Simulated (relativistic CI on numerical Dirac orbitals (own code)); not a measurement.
## Ions with 23 electrons, Tc²⁰⁺ to Sm³⁹⁺

These numbers are calculated, not measured: Dirac-Coulomb-Breit CI, KLI orbitals optimised for each configuration, a model potential for QED, unscaled Slater integrals (own radial code, finite nucleus).

Configuration list (outside the closed core [Ne]): 3s2 3p6 3d5, 3s2 3p5 3d6, 3s 3p6 3d6, 3s2 3p6 3d4 4s, 3s2 3p6 3d4 4p, 3s2 3p6 3d3 4s2, 3s2 3p6 3d2 4s2 4p. Double excitations out of closed p, d and f shells are left out; levels of such configurations are missing from the list, as are those of other unlisted configurations, and high levels can miss mixing partners.

Energies above each ion's lowest level, in eV. Levels are followed by their leading LS label, which can pass from one level to another where the coupling changes.

```csv
Ion,3s2 3p6 3d5 6S_5/2,3s2 3p6 3d5 4G_7/2,3s2 3p6 3d5 4G_11/2,3s2 3p6 3d5 4G_9/2,3s2 3p6 3d5 4P_1/2
Tc²⁰⁺,0,13.155,13.289,13.718,15.221
Ru²¹⁺,0,13.588,13.776,14.296,15.802
Rh²²⁺,0,14.017,14.266,14.892,16.402
Pd²³⁺,0,14.446,14.761,15.51,17.025
Ag²⁴⁺,0,14.88,15.267,16.153,17.68
Cd²⁵⁺,0,15.329,15.789,16.829,18.375
In²⁶⁺,0,15.803,16.337,17.545,19.121
Sn²⁷⁺,0,16.314,16.92,18.308,19.929
Sb²⁸⁺,0,16.877,17.553,19.131,20.815
Te²⁹⁺,0,17.508,18.25,20.026,21.792
I³⁰⁺,0,18.225,19.028,21.007,22.877
Xe³¹⁺,0,19.045,19.904,22.089,24.086
Cs³²⁺,0,19.985,20.895,23.287,25.434
Ba³³⁺,0,21.06,22.015,24.613,26.934
La³⁴⁺,0,22.28,23.276,26.077,28.595
Ce³⁵⁺,0,23.655,24.686,27.688,30.424
Pr³⁶⁺,0,25.19,26.251,29.452,32.426
Nd³⁷⁺,17.295,26.889,27.975,31.372,34.602
Pm³⁸⁺,18.883,28.755,29.862,33.451,36.955
Sm³⁹⁺,20.668,30.791,31.914,35.693,39.483
```

The lowest level keeps the configuration 3s2 3p6 3d5 and J = 5/2 throughout.

Between Z = 59 and 62 the energy of 3s2 3p6 3d5 4G_7/2 follows a local power law Z^4.0. For orientation: electrostatic splittings inside a shell grow about linearly with the screened charge, excitations that change n as its square, and fine structure as its fourth power; written in Z itself the exponents are larger, since the screened charge grows faster in proportion.
